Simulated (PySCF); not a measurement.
AlBrClH₂N.

```xyz
6

Al    -0.4139    -0.6109     0.0000
Cl     1.0148    -2.1404     0.0000
Br     0.2381     1.5343     0.0000
N     -2.1206    -1.0121     0.0000
H     -2.8721    -0.3322     0.0000
H     -2.4890    -1.9565     0.0000
```

Geometry: PBE0-D3(BJ)/def2-SVP. The structure was generated by enumeration; whether it is a known compound was not checked. Other conformers were not sampled.

Method: PySCF with B3LYP/pcSseg-1. Non-relativistic, no solvent.

Task: Give the absolute GIAO shielding of each atom: isotropic value and principal components (ppm). (Estimate from the structure and the level; the computed values follow.)

Result: 
```csv
atom,σ(iso),σ11,σ22,σ33,span
Al1,393.7,345.0,394.5,441.5,96.5
Cl2,949.9,873.6,895.7,1080.4,206.8
Br3,2728.3,2588.3,2596.4,3000.3,412.0
N4,230.6,211.7,215.0,265.2,53.5
H5,30.4,23.3,27.2,40.6,17.3
H6,30.4,23.3,26.4,41.5,18.2
```
